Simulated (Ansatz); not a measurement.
Energy needed to pull apart C₂H₄Ge (SMILES C#[C][GeH3]), closed shell, into free ground-state atoms, from the structure below (displaced at random from a GFN2-xTB minimum); no zero-point or spin–orbit terms; open-shell atoms are treated unrestricted, in their ground-state multiplicity.

```json
{"atom": "C1", "x (Å)": "-0.7547", "y (Å)": "-1.7687", "z (Å)": "0.1944"}
{"atom": "C2", "x (Å)": "-0.3089", "y (Å)": "-0.6323", "z (Å)": "0.0326"}
{"atom": "Ge3", "x (Å)": "0.3988", "y (Å)": "0.9622", "z (Å)": "-0.0097"}
{"atom": "H4", "x (Å)": "-1.2352", "y (Å)": "-2.6713", "z (Å)": "0.2039"}
{"atom": "H5", "x (Å)": "0.1344", "y (Å)": "1.5696", "z (Å)": "-1.3968"}
{"atom": "H6", "x (Å)": "-0.0515", "y (Å)": "1.8619", "z (Å)": "1.0128"}
{"atom": "H7", "x (Å)": "1.8277", "y (Å)": "0.7598", "z (Å)": "0.1615"}
```

Ansatz 0.2.0; basis: def2-TZVPP; cores frozen in the correlated methods. Filled d shells of the heavier atoms are correlated. The def2 sets are not built for correlating such inner shells, so the correlated values are less sure here.

```
      method  atomization energy (kJ/mol)
      PBE-D4                            ?
   r2SCAN-D4                         2418
     PBE0-D4                         2405
  r2SCANh-D4                         2401
CAM-B3LYP-D4                         2413
     wB97M-V                            ?
          HF                         1729
         MP2                         2411
        CCSD                         2331
     CCSD(T)                         2374
```

What does wB97M-V give? (An estimate is asked for; the value comes from the calculation.)

Computed: 2404 kJ/mol, which is about 30 kJ/mol more than CCSD(T)/def2-TZVPP.

What does PBE-D4 give? (An estimate is asked for; the value comes from the calculation.)

Computed: 2444 kJ/mol, which is about 70 kJ/mol more than CCSD(T)/def2-TZVPP.

In triple zeta the MP2 and coupled-cluster atomization energies are still short of their basis limit by a few kcal/mol a bond, whereas those of the functionals are nearly converged, so these differences are not deviations from converged CCSD(T).

The T1 diagnostic stays at or below 0.013.

For scale, one of the runs: CCSD(T)/def2-TZVPP forces, 166 basis functions (an equivalent command: `ansatz run in.yaml --threads 8`). Hardware: 8 CPU threads, shared host. Wall time 110 s; peak host memory 2.8 GiB.
